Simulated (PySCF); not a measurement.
Level of theory: B3LYP-D3(BJ)/def2-TZVP (PySCF). Gas-phase values, no solvent. B3LYP has the VWN-RPA correlation part, as in Gaussian. Delta-SCF ions had no search for a lower state. 

Reference species (SMILES): `[F][In]([F])[CH3]` (neutral, multiplicity 1).

| Property | Result |
|---|---|
| HOMO–LUMO gap | 6.83 eV |
| HOMO | -8.99 eV |
| vertical ionisation energy (Delta-SCF) | 11.36 eV |

Changed species: `[F][In]([F])[F]` (0 of 3 F replaced by CH3; the reference has 1 of 3 F replaced by CH3).

What does the change do to the HOMO–LUMO gap, HOMO and vertical ionisation energy (Delta-SCF)?

the HOMO–LUMO gap increases by 0.11 eV, to 6.94 eV; the HOMO drops by 1.89 eV, to -10.88 eV; the vertical ionisation energy (Delta-SCF) rises by 2.14 eV, to 13.50 eV.
